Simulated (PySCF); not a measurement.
CH6O2Si2, SMILES O[Si@H]1OC[SiH2]1. Geometry optimised at PBE0-D3(BJ)/def2-SVP. The structure was generated by enumeration; whether it is a known compound was not checked. The values are those of a single conformer.

All values below come from PBE0-D3(BJ)/def2-SVP (PySCF).

Harmonic wavenumbers (cm⁻¹): 85, 151, 250, 347, 401, 444, 450, 540, 646, 707, 731, 797, 816, 830, 900, 922, 943, 1048, 1207, 1254, 1463, 2213, 2227, 2270, 3055, 3113, 3927. Rotational constants (GHz): 5.197, 2.488, 1.948; symmetry number 1.

Problem. Work out the zero-point energy and the ideal-gas rigid-rotor harmonic-oscillator thermochemistry at 298.15 K and 1 atm.

Solution. ZPE = ½ Σ hcν = ½ × 31737 cm⁻¹ = 45.37 kcal/mol. H − E(el) = 50.30 kcal/mol. Entropy in cal/(mol K): translation 39.90, rotation 26.95, vibration 14.56, total 81.41. G − E(el) = 26.03 kcal/mol. Cp = 27.14 cal/(mol K). Modes under 150 cm⁻¹ make the vibrational entropy uncertain.
